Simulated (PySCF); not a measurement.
Z-matrix (Å, degrees):
```
Ga
F 1 1.7242
F 1 1.7242 2 120.03
F 1 1.7242 2 120.02 3 -179.99
```
Charge 0, multiplicity 1.

**Question.** What HOMO–LUMO gap, LUMO and HOMO does PBE0-D3(BJ)/def2-TZVP (PySCF) give?

**Answer.** 
```yaml
HOMO–LUMO gap: 9.42 eV
LUMO: -2.35 eV
HOMO: -11.77 eV
```
